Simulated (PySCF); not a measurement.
# KSe: one state, many levels of theory

State: ²Π (doublet), unpaired electrons π ↑. Set-up: PySCF, no relativity, basis sets K def2-SVP, Se def2-SVP. De refers to K + Se in their high-spin ground configurations, without counterpoise correction. The functionals are run spin-unrestricted. A positive dipole means K(−)Se(+).

```tsv
Level	Re (Å)	ωe (cm⁻¹)	De (eV)	μ (D)
UHF	3.030	193	1.44	-11.25
UHF-MP2	2.998	195	2.03	n/a
UHF-SCS-MP2	3.006	194	2.01	n/a
UHF-CCSD	3.005	193	1.96	n/a
UHF-CCSD(T)	3.006	192	1.99	n/a
PBE	2.974	191	2.40	-9.23
r²SCAN	2.976	196	2.49	-10.24
PBE0	2.961	198	2.37	-10.03
B97-3	2.982	196	2.47	-10.37
M06-2X	2.960	207	2.46	-10.34
B2PLYP	2.981	196	2.24	-10.37
```

The bond length runs from 2.960 Å (M06-2X) to 3.030 Å (UHF). De spans 1.44 eV (UHF, mean field) to 2.49 eV (r²SCAN, meta-GGA). Correlation at CCSD(T) changes the Hartree–Fock bond energy by +0.55 eV; the triples alone change it by +0.03 eV.

Correlated steps freeze 14 core orbitals. Correlated levels converge slowly with the basis: in double zeta they bind strong bonds too weakly, by up to about 1 eV, and carry superposition errors of some tenths. Spin–orbit coupling is left out. B2PLYP dipoles, levels and charges come from its SCF part alone. The state is the lowest determinant that a PBE0 search found; another state may lie lower at other levels.

The whole job (state search and all levels along the bond) took about 1.8 min on 1 thread of AMD EPYC 7R13 (shared host), peak memory 0.69 GiB.
